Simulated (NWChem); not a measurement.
System meant: BSiH5O2; SMILES B(O)O[SiH3]

The following NWChem deck was run.

```
start job
memory heap 200 mb stack 900 mb global 1100 mb
geometry units angstroms noautoz
  B     -0.438594     1.177887     0.000625
  H     -1.645466     1.084765     0.002649
  O      0.099339     2.416459     0.000151
  H      1.063975     2.382616    -0.001586
  O      0.371767     0.081161    -0.001214
  Si     0.064218    -1.563936     0.000430
  H     -1.406332    -1.819397     0.003813
  H      0.687209    -2.158902     1.215822
  H      0.681814    -2.160357    -1.217005
end
basis spherical
  * library def2-svp
end
dft
  xc pbe0
  iterations 4
  mulliken
end
task dft energy
```

End of the output:

```
    Atom       Charge   Shell Charges
 -----------   ------   -------------------------------------------------------
    1 B    5     5.16   1.96  0.50  0.25  1.41  0.61  0.42
    2 H    1     1.05   0.65  0.38  0.03
    3 O    8     7.97   1.97  0.84  0.56  2.69  1.88  0.02
    4 H    1     0.90   0.55  0.17  0.18
    5 O    8     8.15   1.97  0.87  0.57  2.75  1.99  0.01
    6 Si  14    13.49   2.00  1.93  0.65  0.34  5.82  1.27  1.08  0.41
    7 H    1     1.09   0.64  0.43  0.02
    8 H    1     1.10   0.65  0.43  0.02
    9 H    1     1.10   0.65  0.43  0.02

 center of mass
 --------------
 x =   0.01098025 y =   0.09903175 z =   0.00000000

 moments of inertia (a.u.)
 ------------------
         711.985293921159           0.000001754625           0.000000000000
           0.000001754625          50.353891748194           0.000000000000
           0.000000000000           0.000000000000         741.037822871256

     Multipole analysis of the density
     ---------------------------------

     L   x y z        total         alpha         beta         nuclear
     -   - - -        -----         -----         ----         -------
     0   0 0 0     -0.000000    -20.000000    -20.000000     40.000000

     1   1 0 0      0.413853      0.206927      0.206927      0.000000
     1   0 1 0     -0.414406     -0.207203     -0.207203      0.000000
     1   0 0 1     -0.000000     -0.000000     -0.000000      0.000000

     2   2 0 0    -23.376397    -27.495942    -27.495942     31.615488
     2   1 1 0      2.877500      0.237157      0.237157      2.403187
     2   1 0 1      0.000000      0.000000      0.000000      0.000000
     2   0 2 0    -24.958872   -204.272594   -204.272594    383.586316
     2   0 1 1      0.000000      0.000000      0.000000      0.000000
     2   0 0 2    -23.842262    -17.205124    -17.205124     10.567987

 ------------------------------------------------------------------------
 dft energy failed                                                                                  0
 ------------------------------------------------------------------------
 ------------------------------------------------------------------------
  current input line :
    22: task dft energy
 ------------------------------------------------------------------------
 ------------------------------------------------------------------------
 This type of error is most commonly associated with calculations not reaching convergence criteria
 ------------------------------------------------------------------------
 For more information see the NWChem manual at https://nwchemgit.github.io

0:dft energy failed:Received an Error in Communication
```

Problem. What is wrong, and how is it mended?

Solution. Convergence was not reached. Cause: the SCF was allowed too few iterations. This input runs:
```
start job
memory heap 200 mb stack 900 mb global 1100 mb
geometry units angstroms noautoz
  B     -0.438594     1.177887     0.000625
  H     -1.645466     1.084765     0.002649
  O      0.099339     2.416459     0.000151
  H      1.063975     2.382616    -0.001586
  O      0.371767     0.081161    -0.001214
  Si     0.064218    -1.563936     0.000430
  H     -1.406332    -1.819397     0.003813
  H      0.687209    -2.158902     1.215822
  H      0.681814    -2.160357    -1.217005
end
basis spherical
  B library def2-svp
  H library def2-svp
  O library def2-svp
  Si library def2-svp
end
dft
  xc pbe0
  iterations 150
  mulliken
end
task dft energy
```
It converges to -467.37657 Ha (PBE0/def2-SVP).
